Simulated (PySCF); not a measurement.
BSb⁺: energy against distance

Set-up: PySCF, scalar-relativistic core potentials, basis sets B def2-SVPD, Sb def2-SVPD with ECP28. Energies in eV from B⁺ + Sb in their ground configurations at the same level. All curves are PBE0. state 1: ⁴Σ⁻ (quartet), unpaired electrons σ ↑, π ↑↑; state 2: Ms = 0.5 determinant of mixed spin (⟨S²⟩ near 1.8), unpaired electrons σ ↓, π ↑↑, a second solution, started from another occupation; state 3: Ms = 0.5 determinant of mixed spin (⟨S²⟩ near 1.8), unpaired electrons σ ↑, π ↑↓, a mixture of terms (⟨Lz²⟩ = 2.0), a second solution, started from another occupation; state 4: doublet, unpaired electrons σ ↑, a mixture of terms (⟨Lz²⟩ = 2.0), a second solution, started from another occupation.

```json
{"R (Å)": "1.879", "state 1": "-2.218", "state 2": "-1.840", "state 3": "-1.763", "state 4": "-0.976"}
{"R (Å)": "1.966", "state 1": "-2.700", "state 2": "-2.345", "state 3": "-2.262", "state 4": "-1.497"}
{"R (Å)": "2.054", "state 1": "-2.959", "state 2": "-2.624", "state 3": "-2.533", "state 4": "-1.784"}
{"R (Å)": "2.119", "state 1": "-3.047", "state 2": "-2.726", "state 3": "-2.628", "state 4": "-1.887"}
{"R (Å)": "2.185", "state 1": "-3.070", "state 2": "-2.760", "state 3": "-2.656", "state 4": "-1.919"}
{"R (Å)": "2.251", "state 1": "-3.046", "state 2": "-2.744", "state 3": "-2.633", "state 4": "-1.897"}
{"R (Å)": "2.338", "state 1": "-2.966", "state 2": "-2.668", "state 3": "-2.550", "state 4": "-1.809"}
{"R (Å)": "2.447", "state 1": "-2.822", "state 2": "-2.521", "state 3": "-2.396", "state 4": "-1.640"}
{"R (Å)": "2.578", "state 1": "-2.624", "state 2": "-2.311", "state 3": "-2.179", "state 4": "-1.398"}
{"R (Å)": "2.753", "state 1": "-2.361", "state 2": "-2.028", "state 3": "-1.889", "state 4": "-1.070"}
```

Put a parabola through the three lowest points of the state 1 curve and estimate Re, k and ωe (reduced mass 10.09 u; 1 eV/Å² = 0.16022 mdyn/Å; ωe = 1302.8·√(k/μ) cm⁻¹).

Through R = 2.119, 2.185, 2.251 Å the second-order coefficient is 5.39 eV/Å², so Re ≈ 2.184 Å, k ≈ 1.73 mdyn/Å and ωe ≈ 539 cm⁻¹. A polynomial fit of higher order to the unrounded PBE0 energies gives Re = 2.181 Å, k = 1.77 mdyn/Å, ωe = 546 cm⁻¹; anharmonicity and rounding make the difference.

The higher-order fit for each curve: state 1: Re = 2.181 Å, ωe = 546 cm⁻¹, De = 3.07 eV; state 2: Re = 2.193 Å, ωe = 548 cm⁻¹, minimum 2.76 eV below the ground-state fragments; state 3: Re = 2.185 Å, ωe = 557 cm⁻¹, minimum 2.66 eV below the ground-state fragments; state 4: Re = 2.188 Å, ωe = 575 cm⁻¹, minimum 1.92 eV below the ground-state fragments.

Spin–orbit coupling is left out, which matters for elements this heavy, above all for dissociation energies. For an ion De counts to the pair picked by the measured ionisation energies or electron affinities, which need not be the lowest pair at this level. The state is the lowest determinant that a PBE0 search found; another state may lie lower at other levels.
